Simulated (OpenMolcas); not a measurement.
# Sn I: Slater's ratio, the spin-orbit constant, thermal populations, worked from levels

```json
{
 "Program": "OpenMolcas 26.06",
 "Basis": "ANO-RCC [10s9p8d5f3g]",
 "Scalar Hamiltonian": "DKH2, point nucleus",
 "Active space": "2 electrons in 9 orbitals (RAS2 5p; RAS3 5d 6s, at most 1 electron)",
 "State averaging": "2S+1 = 3 even, 3 roots; 2S+1 = 1 even, 6 roots; 2S+1 = 3 odd, 18 roots; 2S+1 = 1 odd, 18 roots",
 "Spin-orbit coupling": "state interaction with AMFI integrals over the reference wave functions, term energies averaged over their components"
}
```

Methods: RASSCF; MS-RASPT2, IPEA 0.25 Eh, imaginary shift 0.1 Eh (closed shells correlated: 4d 5s). Measured levels: NIST Handbook of Basic Atomic Spectroscopic Data.

**Slater's ratio.** With one set of orbitals, p2 has ¹D - ³P = 6 F2 and ¹S - ¹D = 9 F2 (F2 = F²/25), a ratio of 3/2. Term energies are centres of gravity, weighted by 2J + 1.

```
   Source  ¹D - ³P  ¹S - ³P  F2 from the first  Ratio
   RASSCF     8121    19391               1354  1.388
MS-RASPT2     6009    17286               1002  1.877
 measured     6145    14694               1024  1.391
```

Energies in cm-1. A ratio away from 3/2 shows effects beyond one configuration with one set of orbitals, and in heavier atoms second-order spin-orbit shifts.

**The spin-orbit constant.** For the Hund term ³P of p2, E(J) = (A/2) J(J+1) + constant and ζ = 2S·A = 2A. From J = 0 to J = 2 the energy changes by 3 A.

```json
{"Source": "RASSCF", "E(2) - E(0)": "3071.0", "A": "1023.7", "ζ": "2047"}
{"Source": "MS-RASPT2", "E(2) - E(0)": "2985.3", "A": "995.1", "ζ": "1990"}
{"Source": "measured", "E(2) - E(0)": "3427.7", "A": "1142.6", "ζ": "2285"}
```

All in cm-1. MS-RASPT2 is off by -12.9 % and RASSCF by -10.4 %. Both methods take the spin-orbit matrix elements from the reference wave functions, so the second can move ζ only through the term energies and any multistate remixing. Second-order mixing with other terms is absorbed into this ζ.

**Thermal populations.** Z = Σ (2J + 1) exp(-E/kT) with k = 0.695035 cm-1/K, over the levels below. No other level of either list lies under 39200 cm-1, which is above 7 kT at each temperature.

```
         Level  2J + 1  MS-RASPT2  measured
   5s² 5p² ³P₀       1        0.0       0.0
   5s² 5p² ³P₁       3       1397      1692
   5s² 5p² ³P₂       5       2990      3428
   5s² 5p² ¹D₂       5       8130      8613
   5s² 5p² ¹S₀       1      19410     17162
5s² 5p 6s ³P°₀       1      35580     34641
5s² 5p 6s ³P°₁       3      35820     34914
5s² 5p 6s ³P°₂       5      38990     38629
```

```json
{"T (K)": "3000", "Z, MS-RASPT2": "3.828", "Z, measured levels": "3.379", "Ground level (%), MS-RASPT2": "26.1", "Ground level (%), measured levels": "29.6"}
{"T (K)": "5000", "Z, MS-RASPT2": "5.608", "Z, measured levels": "5.135", "Ground level (%), MS-RASPT2": "17.8", "Ground level (%), measured levels": "19.5"}
{"T (K)": "8000", "Z, MS-RASPT2": "7.454", "Z, measured levels": "7.032", "Ground level (%), MS-RASPT2": "13.4", "Ground level (%), measured levels": "14.2"}
```

At 8000 K, kT = 5560 cm-1, and the computed levels give Z = 1.000 + 2.333 + 2.920 + 1.159 + 0.030 + 0.002 + 0.005 + 0.005 = 7.454.

Term energies are means over components that CASPT2 splits; among the terms shown or strongly mixed into the levels shown the widest spread is 71 cm-1 (5s² 5p² ¹D, MS-RASPT2). ANO sets are built for valence states and can reach diffuse excited orbitals poorly, and with the s shell closed the s pⁿ⁺¹ terms that mix with these levels are absent. With the s shell closed, the reference lacks s² → p² mixing. Measured partners are found by configuration, term and J. A level has none where our copy of the source lacks it or the pairing is in doubt (some pairs that miss far off the trend of their configuration count as doubtful), and it then counts in no deviation. Only configurations of the active space appear.

° marks odd parity.
